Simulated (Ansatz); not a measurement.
The cluster La6⁻, relaxed as a doublet with UKS PBE-D4/def2-SVPD in Ansatz, starting from packed atoms. Force threshold 0.02 eV/Å.

In the def2 sets La takes a core potential; there is no spin–orbit coupling. The charge -1 doublet is spin-contaminated (final ⟨S²⟩ up to 1.73, 0.75 for a pure state). The structure comes from a short search, and lower isomers may exist.

Start:

```xyz
6

La   -1.0078   -3.8673   -0.1194
La   -2.7153   -0.5546   -2.0472
La    2.3096   -2.6466    2.1655
La   -1.7893    3.3075   -0.9222
La    2.6503    3.6511    0.9183
La    0.5526    0.1099    0.0050
```

(1) Estimate the energy that the relaxation releases and the steps that it takes.

(2) Does the start keep its bonding and symmetry?

(3) Predict the relaxed structure.

Answers

(1) 493.7 kJ/mol, in 30 steps; 16 min on 4 threads of Arm Neoverse V1 on a shared host. No frequencies were taken in this run, so the end may be a saddle point.

(2) Bonds formed: La1–La4, La3–La4, La3–La5 (atoms count from 1). Metal–metal contacts that move far: La4–La5 4.82 to 3.36 Å. The end is the same structure that another start reached.

(3) 
```xyz
6

La   -1.146   -2.297    0.290
La   -2.465   -0.287   -2.100
La    1.501   -0.726    1.975
La   -1.086    1.209    0.582
La    2.048    2.399    0.780
La    1.148   -0.298   -1.527
```
Bond lengths (bridged metal pairs left out): 12 × La–La 3.36 to 3.66 Å.
